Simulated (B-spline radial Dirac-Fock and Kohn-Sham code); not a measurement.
Z = 38 (strontium), transition energy 58.1 keV. Model: a Dirac-Hartree-Slater potential of the neutral atom with a Latter tail (no hole, which puts coefficients of high multipoles low close above an edge), finite nucleus with surface currents. Program: a B-spline atomic structure program. Subshells that would emit electrons below 1 keV are left out.

Q: A pure transition shows α(K) = 0.440, L1/L2 = 10.6 and L1/L3 = 6.43. What is its multipolarity?
A. E2
B. E1
C. M1
D. M2
E. M3
F. M4
G. E3
H. E4

A: B. For comparison, α(K), L1/L2, L1/L3 are E2 5.68, 1.32, 0.892; E3 58.8, 0.234, 0.168; E4 588, 0.0581, 0.0427; M1 0.664, 16.6, 47.9; M2 10.7, 9.65, 6.27; M3 136, 6.24, 1.54; M4 1680, 4.49, 0.691.

Values without a named source are computed, but for edge energies of neutral atoms, which are taken from tables.
